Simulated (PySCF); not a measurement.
C7H15NOSi.
SMILES with atom numbers: `[CH2:1]=[CH:2][CH2:3][C@@H:4]1[CH2:5][O:6][Si@H:7]([NH:8][CH3:9])[CH2:10]1` (hydrogens: H11, H12 on C1; H13 on C2; H14, H15 on C3; H16 on C4; H17, H18 on C5; H19 on Si7; H20 on N8; H21, H22, H23 on C9; H24, H25 on C10)

Structure used (PBE0-D3(BJ)/def2-SVP), in Å, numbered top down from 1:
```
atom  x, y, z in Å
C1    -3.783    0.346    1.524
C2    -3.109   -0.519    0.765
C3    -1.822   -1.182    1.139
C4    -0.674   -0.849    0.186
C5     0.599   -1.646    0.508
O6     1.688   -1.089   -0.186
Si7    1.493    0.563   -0.496
N8     2.546    1.649    0.316
C9     3.844    2.077   -0.145
C10   -0.269    0.631    0.163
H11   -4.718    0.799    1.183
H12   -3.425    0.632    2.518
H13   -3.505   -0.772   -0.228
H14   -1.968   -2.278    1.142
H15   -1.539   -0.897    2.167
H16   -0.980   -1.133   -0.838
H17    0.487   -2.706    0.221
H18    0.783   -1.624    1.602
H19    1.734    0.782   -1.949
H20    2.387    1.813    1.304
H21    3.926    1.908   -1.230
H22    4.683    1.535    0.330
H23    4.005    3.156    0.024
H24   -0.253    1.039    1.191
H25   -0.969    1.259   -0.408
```

Computed with PBE0-D3(BJ)/def2-SVP geometry optimisation, gas phase in PySCF.

Masses are those of the commonest isotopes; rigid-rotor values at the optimised geometry. The values belong to one conformer with, in the numbering `[CH2:1]=[CH:2][CH2:3][C@@H:4]1[CH2:5][O:6][Si@H:7]([NH:8][CH3:9])[CH2:10]1`, C1–C2–C3–C4 -119°, C2–C3–C4–C5 -174°, O6–Si7–N8–C9 88°, C3–C4–C5–O6 -167°, C4–C5–O6–Si7 28°, C5–O6–Si7–N8 113°, O6–Si7–C10–C4 -17°.

(1) What are A, B and C (cm⁻¹)?

(2) What kind of rotor is it?

(3) What does the inertial defect say?

(4) Predict some low-J microwave lines.

## Answers

(1) Ia = 204.19, Ib = 956.84, Ic = 1086.77 u·Å²; 505379 MHz·u·Å²/I gives 2475, 528.2 and 465.0 MHz, that is A = 0.08256, B = 0.01762, C = 0.01551 cm⁻¹.

(2) A near-prolate asymmetric top; Ray's κ = -0.937.

(3) Not planar: Δ = Ic − Ia − Ib = -74.26 u·Å². For a rigid frame Δ = −2 Σ m c², so Σ m c² = 37.13 u·Å² lies off the ab plane: 18.60 from hydrogen and 18.53 from heavier atoms. The atom farthest from that plane is 1.87 Å away.

(4) The dipole components are |μa| = 0.35 D, |μb| = 1.15 D, |μc| = 0.88 D. The squared components, which scale the intensities, stand as 0.09 : 1.00 : 0.59 (a : b : c). Some lines, for components of 0.1 D or more:

| type | branch | J(Ka,Kc) | MHz | lower level (cm⁻¹) |
| --- | --- | --- | --- | --- |
| a | R | 1(0,1) ← 0(0,0) | 993 | 0.000 |
| c | Q | 2(1,2) ← 2(0,2) | 1885 | 0.099 |
| a | R | 2(1,2) ← 1(1,1) | 1923 | 0.098 |
| a | R | 2(0,2) ← 1(0,1) | 1985 | 0.033 |
| b | Q | 1(1,0) ← 1(0,1) | 2010 | 0.033 |
| a | R | 2(1,1) ← 1(1,0) | 2050 | 0.100 |
| b | Q | 2(1,1) ← 2(0,2) | 2075 | 0.099 |
| c | R | 1(1,0) ← 0(0,0) | 3003 | 0.000 |
| b | R | 2(1,2) ← 1(0,1) | 3870 | 0.033 |
| b | Q | 2(2,0) ← 2(1,1) | 5842 | 0.169 |
| b | R | 2(2,1) ← 1(1,0) | 7890 | 0.100 |
| c | R | 2(2,1) ← 1(1,1) | 7953 | 0.098 |
| b | R | 2(2,0) ← 1(1,1) | 7955 | 0.098 |

Whether it is a minimum is left open (no frequencies). These are rigid-rotor constants of the computed structure; measured ground-state constants (B0) also hold zero-point vibration. A rigid rotor knows nothing of inversion at nitrogen or internal rotation, which can split or shift real lines. Quadrupole hyperfine structure (14N) is left out.
